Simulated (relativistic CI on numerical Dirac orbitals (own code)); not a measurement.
Computed by Dirac-Coulomb-Breit CI, KLI orbitals optimised for each configuration, QED by a radiative potential, unscaled Slater integrals (own radial code, finite nucleus).

The strongest absorption lines from the ground level of an ion, among the configurations computed and to levels below about 192 eV (vacuum wavelength in Å, gf): 81.085 (0.1), 86.693 (0.044), 87.599 (0.053), 96.424 (0.13), 97.525 (0.28), 122.40 (0.24), 124.43 (0.096), 177.75 (4.5).

(1) Which ion is it?
A. Mn VIII
B. V VI
C. Cu XII
D. Mn X

Answers

(1) A. Mn VIII has 18 electrons and the ground level 3s2 3p6 1S_0; the strongest line goes to 3s2 3p5 3d 1P°_1. The pattern of lines fixes the number of electrons, and along that sequence the line energies rise steadily with the charge (about as its square where n changes within one kind of shell, about linearly where n is kept but much faster in heavy ions where fine structure, which grows about as Z⁴, sets the gap, and irregularly where shells cross), which fixes Z. Configurations outside the model, such as inner-shell arrays, can give stronger lines. At this charge configurations can still be misplaced by up to about 7 % of their energy. 1 of the 1 excited levels that our extract of the measured tables holds in this range could be paired (the sources list more); they are missed by 23394 cm⁻¹ on average and 23394 at most, and levels without a partner can miss by more.

LS names give the leading component of a level, which can be under half, so a name can repeat, a term be missing and a line seem to break the LS rules.
